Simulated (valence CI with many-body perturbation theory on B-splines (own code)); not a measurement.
# I V: electric-dipole lines

Method: relativistic CI+MBPT: three valence electrons over a frozen Dirac-Fock core [Kr] 4d10, a basis of 11 s, 11 p, 10 d, 8 f, 5 g, 2 h functions for each j, with the one-electron correlation potential Σ1 (screened to all orders), the two-electron term Σ2, the three-electron term Σ3, Breit, model QED; selected single and double excitations, second order for the rest, scaled by the run's own slope (own B-spline code, finite nucleus).

No measured levels were compared; by estimate levels hold to about 250 cm⁻¹ or 0.2 % of their energy and the worst to 1 %, as in measured heavy ions of charge 2 to 7; those with d or f electrons hold less well. The list stops below the first excitations out of the core.

Lines 201 to 250 of 595 in falling wavelength, among levels below 346370 cm⁻¹, chosen from the strongest by gf and those to the six lowest levels. Wavelengths and rates use the calculated energies, so an error of 400 cm⁻¹ moves a line at 1698 Å by 0.68 % and its rate by three times that or more. Electric multipoles are in the length gauge, E1 and E2 with the static RPA response of the core. Weak lines are less certain than strong ones. Lines between different terms over intervals too small for the method are left out, as are lines whose strength nearly cancels. Where a level lies close to another of its J and parity, the split of strength between their lines is uncertain. The highest levels of a list are the least certain.

Names give the largest LS component (configuration and term), which can be under half, so a name can repeat, a term be missing and a line seem to break the LS rules; names also repeat where a configuration has a term twice. Letters in brackets count levels of one name in rising energy.

| λ vac (Å) | Upper | Lower | A (s⁻¹) | S (a.u.) with core polarisation | S without |
| --- | --- | --- | --- | --- | --- |
| 1698 | 5s 5p 6p 2P_3/2 | 5s 5p 5d 2D°_5/2 [b] | 4.19e+08 | 4.05e+00 | 3.96e+00 |
| 1684 | 5s2 6p 2P°_3/2 | 5s2 5d 2D_5/2 | 6.69e+08 | 6.31e+00 | 6.14e+00 |
| 1684 | 4f 5s 5p 2D_5/2 [a] | 5p3 2P°_3/2 | 1.16e+08 | 1.64e+00 | 1.84e+00 |
| 1676 | 4f 5s 5p 2F_5/2 [b] | 5s 5p 5d 2D°_3/2 [a] | 9.91e+07 | 1.38e+00 | 1.62e+00 |
| 1670 | 5s 5p 6p 2P_1/2 [b] | 5s 5p 6s 2P°_3/2 [a] | 1.88e+08 | 8.63e-01 | 8.50e-01 |
| 1664 | 5s 5p 6p 4D_3/2 | 5s 5p 5d 4D°_3/2 | 5.60e+07 | 5.09e-01 | 5.07e-01 |
| 1654 | 5s 5p 6p 2D_3/2 [a] | 5s 5p 5d 4D°_5/2 | 1.29e+08 | 1.15e+00 | 1.13e+00 |
| 1644 | 5s2 6p 2P°_3/2 | 5s2 5d 2D_3/2 | 7.86e+07 | 6.90e-01 | 6.80e-01 |
| 1639 | 5s 5p 6p 2D_5/2 [b] | 5s 5p 5d 2F°_5/2 [b] | 5.84e+07 | 7.62e-01 | 7.35e-01 |
| 1627 | 4f 5s 5p 2F_7/2 [a] | 5p3 2D°_5/2 | 1.55e+08 | 2.63e+00 | 3.00e+00 |
| 1626 | 5s2 7s 2S_1/2 | 5s2 6p 2P°_1/2 | 6.08e+08 | 2.58e+00 | 2.54e+00 |
| 1622 | 5s 5p 6p 2D_5/2 [b] | 5s 5p 5d 2F°_7/2 [b] | 4.25e+08 | 5.37e+00 | 5.18e+00 |
| 1620 | 5s 5p 6p 2S_1/2 [b] | 5s 5p 5d 2P°_3/2 [b] | 4.20e+08 | 1.76e+00 | 1.73e+00 |
| 1604 | 4f 5s 5p 2D_5/2 [b] | 5s 5p 5d 2F°_7/2 [a] | 1.33e+08 | 1.62e+00 | 1.57e+00 |
| 1597 | 5s 5p 6p 4S_3/2 | 5s 5p 5d 2D°_5/2 [a] | 2.43e+08 | 1.95e+00 | 1.91e+00 |
| 1590 | 5s 5p 6p 2D_3/2 [b] | 5s 5p 5d 2F°_5/2 [a] | 1.47e+08 | 1.17e+00 | 1.15e+00 |
| 1582 | 5s 5p 6p 4P_5/2 | 5s 5p 5d 2F°_5/2 [a] | 6.88e+07 | 8.06e-01 | 7.91e-01 |
| 1578 | 5s2 6g 2G_7/2 | 5s2 5f 2F°_5/2 | 5.08e+07 | 7.87e-01 | 7.97e-01 |
| 1576 | 5s 5p 6p 4P_1/2 | 5s 5p 5d 4D°_1/2 | 4.43e+08 | 1.71e+00 | 1.67e+00 |
| 1574 | 5s 5p 6p 2D_3/2 [b] | 5s 5p 5d 4P°_1/2 | 1.20e+08 | 9.28e-01 | 9.22e-01 |
| 1574 | 5s 5p 6p 2D_5/2 [a] | 5s 5p 5d 2D°_5/2 [a] | 8.69e+07 | 1.00e+00 | 9.51e-01 |
| 1573 | 5s2 6g 2G_9/2 | 5s2 5f 2F°_7/2 | 4.65e+07 | 8.93e-01 | 9.03e-01 |
| 1571 | 5s 5p 6p 4P_1/2 | 5s 5p 5d 4D°_3/2 | 5.56e+08 | 2.13e+00 | 2.09e+00 |
| 1571 | 5s 5p 6p 2D_3/2 [c] | 5s2 5f 2F°_5/2 | 5.73e+07 | 4.39e-01 | 4.57e-01 |
| 1569 | 5s 5p 6p 2D_3/2 [b] | 5s 5p 5d 4P°_3/2 | 1.98e+08 | 1.51e+00 | 1.47e+00 |
| 1565 | 4f 5s 5p 2D_3/2 [a] | 5p3 2P°_3/2 | 6.58e+07 | 4.97e-01 | 5.66e-01 |
| 1561 | 5s 5p 6p 4P_5/2 | 5s 5p 5d 4P°_3/2 | 1.10e+08 | 1.24e+00 | 1.24e+00 |
| 1555 | 5s 5p 6p 4P_3/2 | 5s 5p 5d 4P°_5/2 | 5.72e+08 | 4.25e+00 | 4.16e+00 |
| 1554 | 5p2 5d 2F_7/2 | 5s 5p 5d 2F°_5/2 [b] | 2.90e+07 | 4.30e-01 | 6.17e-01 |
| 1550 | 5s 5p 6p 2D_3/2 [b] | 5s 5p 5d 4D°_5/2 | 7.01e+07 | 5.15e-01 | 5.05e-01 |
| 1542 | 5s 5p 6p 4P_5/2 | 5s 5p 5d 4D°_5/2 | 2.69e+08 | 2.91e+00 | 2.82e+00 |
| 1537 | 5s 5p 6p 2S_1/2 [b] | 5s 5p 5d 2P°_1/2 [b] | 1.67e+08 | 5.98e-01 | 5.98e-01 |
| 1536 | 4f 5s 5p 2F_5/2 [a] | 5p3 4S°_3/2 | 4.22e+07 | 4.53e-01 | 5.19e-01 |
| 1528 | 5s2 8p 2P°_1/2 | 5s2 6d 2D_3/2 | 1.23e+08 | 4.33e-01 | 4.24e-01 |
| 1528 | 5s 5p 6p 4P_5/2 | 5s 5p 5d 4D°_7/2 | 4.36e+08 | 4.61e+00 | 4.48e+00 |
| 1521 | 5s2 8p 2P°_3/2 | 5s2 6d 2D_5/2 | 1.24e+08 | 8.62e-01 | 8.42e-01 |
| 1512 | 5s 5p 6p 4D_5/2 | 5s 5p 5d 4P°_5/2 | 1.00e+08 | 1.03e+00 | 1.03e+00 |
| 1508 | 5s 5p 6p 4S_3/2 | 5s 5p 5d 2D°_3/2 [a] | 1.00e+08 | 6.78e-01 | 6.58e-01 |
| 1502 | 4f 5s 5p 4F_5/2 | 5p3 2D°_3/2 | 7.78e+07 | 7.81e-01 | 8.93e-01 |
| 1500 | 5s 5p 6p 4D_7/2 | 5s 5p 5d 4D°_7/2 | 1.91e+08 | 2.54e+00 | 2.44e+00 |
| 1500 | 5s 5p 6p 2D_5/2 [b] | 5s2 5f 2F°_7/2 | 6.88e+07 | 6.87e-01 | 6.98e-01 |
| 1495 | 4f 5s 5p 4G_7/2 [b] | 5p3 2D°_5/2 | 9.32e+07 | 1.23e+00 | 1.41e+00 |
| 1471 | 4f 5s 5p 2D_3/2 [a] | 5p3 2P°_1/2 | 1.22e+08 | 7.69e-01 | 8.84e-01 |
| 1469 | 5s 5p 6p 4S_3/2 | 5s 5p 5d 4P°_1/2 | 2.00e+08 | 1.25e+00 | 1.22e+00 |
| 1464 | 5s 5p 6p 4S_3/2 | 5s 5p 5d 4P°_3/2 | 2.08e+08 | 1.29e+00 | 1.26e+00 |
| 1460 | 5s 5p2 4P_1/2 | 5s2 5p 2P°_3/2 | 5.06e+06 | 1.56e-02 | 2.11e-02 |
| 1460 | 5s 5p 6p 2D_3/2 [a] | 5s 5p 5d 4D°_3/2 | 1.32e+08 | 8.10e-01 | 7.85e-01 |
| 1447 | 4f 5s 5p 2D_5/2 [b] | 5s 5p 5d 2D°_5/2 [a] | 1.14e+08 | 1.02e+00 | 1.09e+00 |
| 1447 | 5s 5p 6p 4S_3/2 | 5s 5p 5d 4D°_5/2 | 8.97e+07 | 5.36e-01 | 5.18e-01 |
| 1440 | 5s 5p 6p 2D_3/2 [a] | 5s 5p 5d 4P°_5/2 | 2.43e+08 | 1.43e+00 | 1.40e+00 |
